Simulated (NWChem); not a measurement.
System: C2H3AlClF; SMILES C=[CH][Al]([F])[Cl]

The following NWChem deck was run.

```
start job
memory heap 200 mb stack 900 mb global 1100 mb
geometry units angstroms noautosym nocenter noautoz
  Al    -0.529141     0.089475     0.000000
  F     -2.038927     0.812223     0.000000
  Cl     1.151159     1.361780     0.000000
  C     -0.292440    -1.827406     0.000000
  C      0.948091    -2.365684     0.000000
  H     -1.156920    -2.517333     0.000000
  H      1.119699    -3.457870     0.000000
  H      1.856921    -1.737455     0.000000
end
basis spherical
  * library def2-svp
end
dft
  xc b3lyp
  iterations 150
  mulliken
end
task dft energy
esp
  recalculate
  probe 0.07
  range 0.3
  factor 1.0
  spacing 0.02
end
task esp
```

All runs use the structure optimised with PBE-D3(BJ)/def2-SVP.

Atomic charges in e: unrestrained fits to the electrostatic potential beside Mulliken populations; buried atoms are poorly determined by the fit.

Atoms are numbered as in the input.

Q: What results follow from this input? (B3LYP/def2-SVP.) Quantities: ESP Al1; Mulliken Al1; ESP F2; Mulliken F2; ESP Cl3; Mulliken Cl3; ESP C4; Mulliken C4; ESP C5; Mulliken C5; relative RMS misfit of the potential (%).

A: 
| Quantity | Value |
|---|---|
| ESP Al1 | 0.93 |
| Mulliken Al1 | 0.86 |
| ESP F2 | -0.42 |
| Mulliken F2 | -0.39 |
| ESP Cl3 | -0.31 |
| Mulliken Cl3 | -0.29 |
| ESP C4 | -0.41 |
| Mulliken C4 | -0.30 |
| ESP C5 | -0.14 |
| Mulliken C5 | -0.01 |
| relative RMS misfit of the potential (%) | 28 |
